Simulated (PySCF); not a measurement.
Calculated molecular-ion clusters (M+•, centroid m/z and relative intensity) of several compounds:

1. 152.0300 (100.0), 153.0313 (9.6), 154.0284 (4.3)
2. 167.9889 (100.0), 168.9890 (17.6), 169.9864 (11.6), 170.9865 (1.4), 171.9839 (0.4)
3. 126.0495 (100.0), 127.0513 (11.7), 128.0477 (4.1)

Lines and terms under 0.3 % are left out. Candidates, as SMILES:
A. `CC(=O)[SiH2]O[SiH2][SiH2]F`
B. `CO[C@@]1(O[SiH2]O)C[C@H]1F`
C. `C(=C1CC1)[C@H]1CO[SiH2]1`

Problem. Match clusters and compounds, and give each formula.

Solution. 
1 = B, C4H9FO3Si, monoisotopic mass of the neutral 152.0305 u; relative to that species, one 29Si gives 5.1 % at +1, one 13C gives 4.3 % at +1, one 30Si gives 3.3 % at +2 and one 18O gives 0.6 % at +2.
2 = A, C2H9FO2Si3, monoisotopic mass of the neutral 167.9894 u; relative to that species, one 29Si gives 15.2 % at +1, one 13C gives 2.2 % at +1, one 30Si gives 10.0 % at +2 and one 18O gives 0.4 % at +2.
3 = C, C6H10OSi, monoisotopic mass of the neutral 126.0501 u; relative to that species, one 13C gives 6.5 % at +1, one 29Si gives 5.1 % at +1 and one 30Si gives 3.3 % at +2.

Problem. What is the mean mass of the whole cluster 3, and how does it compare with the molar mass?

Solution. 126.228 u over all lines, faint ones too (the ion lacks one electron, 0.0005 u); standard atomic weights give 126.230 g/mol for C6H10OSi.

Problem. Give the exact less the nominal mass of each, in mDa.

Solution. C2H9FO2Si3 -10.6, C4H9FO3Si +30.5, C6H10OSi +50.1 (neutral, monoisotopic).

Abundances used (%; other tables differ somewhat): 12C 98.93, 13C 1.07; 16O 99.757, 17O 0.038, 18O 0.205; 28Si 92.2297, 29Si 4.6832, 30Si 3.0872; 1H 99.9885, 2H 0.0115.
